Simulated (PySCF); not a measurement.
# CsSn at PBE

Level: PBE. PySCF, scalar-relativistic core potentials, basis sets Cs def2-SVPD with ECP46, Sn def2-SVPD with ECP28.

* state: ⁴Σ⁻ (quartet), unpaired electrons σ ↑, π ↑↑
* bond length: 3.595 Å
* harmonic wavenumber: 84.7 cm⁻¹
* force constant: 0.266 mdyn/Å
* rotational constant Be: 0.02069 cm⁻¹
* anharmonicity ωexe: 0.200 cm⁻¹
* vibration–rotation constant αe: 6.75e-05 cm⁻¹
* well depth De to Cs + Sn: 137 kJ/mol
* dissociation energy D0: 136 kJ/mol
* bond order (Mayer): 0.81
* dipole moment (positive dipole means Cs(−)Sn(+)): -9.41 D

These are scalar-relativistic numbers at best; spin–orbit coupling would shift them, the dissociation energy most. The state was picked by a PBE0 search and need not be the measured ground state.
